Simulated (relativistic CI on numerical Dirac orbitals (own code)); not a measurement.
**Slater and spin-orbit integrals, W34+**

These numbers are calculated, not measured: Dirac-Coulomb-Breit CI, separate exchange-only KLI orbitals for each configuration, QED by a radiative potential, unscaled Slater integrals (own radial code, finite nucleus).

Slater integrals F^k, G^k are unscaled and averaged over j, outside the closed core [Ar] 3d10; ζ comes from projecting the Hamiltonian with its Breit term on Σ l·s of the shell.

- 4s2 4p6 4d4: F^2(4d,4d) = 234730, F^4(4d,4d) = 159840, ζ(4d) = 58110 cm⁻¹; <r>(4d) = 0.4279, <r^2>(4d) = 0.2093 (bohr units).
- 4s2 4p6 4d3 4f: F^2(4d,4d) = 234590, F^4(4d,4d) = 159740, ζ(4d) = 58052, F^2(4d,4f) = 235950, F^4(4d,4f) = 153760, G^1(4d,4f) = 242290, G^3(4d,4f) = 167570, G^5(4d,4f) = 123300, ζ(4f) = 9926.6 cm⁻¹; <r>(4d) = 0.4282, <r^2>(4d) = 0.2096, <r>(4f) = 0.4031, <r^2>(4f) = 0.1843 (bohr units).
- 4s2 4p5 4d5: ζ(4p) = 469480, F^2(4d,4d) = 234670, F^4(4d,4d) = 159800, F^2(4p,4d) = 236080, G^1(4p,4d) = 293260, G^3(4p,4d) = 187790, ζ(4d) = 57884 cm⁻¹; <r>(4p) = 0.4252, <r^2>(4p) = 0.2047, <r>(4d) = 0.428, <r^2>(4d) = 0.2093 (bohr units).

(1) Give the Racah parameters of the d shell in 4s2 4p6 4d4.

Averages of the first 10 configurations, taken without configuration mixing, which lowers the lowest level and can move excited configurations by several eV; other configurations of the list can lie among them:

```
 Configuration  Parity  States  Average energy above the lowest level (eV)
   4s2 4p6 4d4    even     210                                        47.0
4s2 4p6 4d3 4f     odd    1680                                       252.6
   4s2 4p5 4d5     odd    1512                                       254.7
    4s 4p6 4d5    even     504                                       423.6
 4s 4p6 4d4 4f     odd    5880                                       627.0
4s2 4p6 4d3 5s    even     240                                       492.9
4s2 4p6 4d3 5d    even    1200                                       654.3
4s2 4p6 4d3 5g    even    2160                                       803.2
       4p6 4d6    even     210                                       804.5
       4p5 4d7     odd     720                                      1009.1
```

## Answers

(1) B = F²/49 − 5F⁴/441 = 2978 cm⁻¹ and C = 35F⁴/441 = 12686 cm⁻¹.
